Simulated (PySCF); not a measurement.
Delta-SCF ions had no search for a lower state. Excitations are Tamm–Dancoff values on a coarser integration grid. The basis has no diffuse functions, so Rydberg states are missing or too high.

Z-matrix (Å, degrees):
```
Si
Si 1 2.3417
H 2 1.4957 1 109.89
H 2 1.4957 3 108.86 1 -120.39
H 2 1.4958 3 108.86 4 -118.53
Si 1 2.3426 2 109.78 3 -179.84
H 6 1.4955 1 110.18 2 -177.41
H 6 1.4956 7 108.85 1 120.85
H 6 1.4957 7 108.79 8 118.51
Si 1 2.3426 2 109.78 3 60.07
H 10 1.4955 1 110.18 2 177.41
H 10 1.4956 11 108.85 1 -120.85
H 10 1.4957 11 108.79 12 -118.50
Si 1 2.3430 2 109.81 3 -59.88
H 14 1.4977 1 109.66 2 59.51
H 14 1.4977 15 108.47 1 119.74
Si 14 2.3443 15 110.09 16 120.53
H 17 1.4953 14 111.63 15 -59.77
H 17 1.4956 18 108.91 14 120.85
H 17 1.4956 18 108.91 19 118.30
```
Charge 0, multiplicity 1.

What is the computed LUMO, S1 excitation (TDA), vertical ionisation energy (Delta-SCF), HOMO and T1 excitation (TDA) (PBE0-D3(BJ)/def2-TZVP // PBE0-D3(BJ)/def2-SVP in PySCF)?


The LUMO is -0.59 eV and the S1 excitation (TDA) is 6.03 eV. The vertical ionisation energy (Delta-SCF) is 9.14 eV and the HOMO comes out as -7.69 eV. The T1 excitation (TDA) comes out as 5.25 eV.
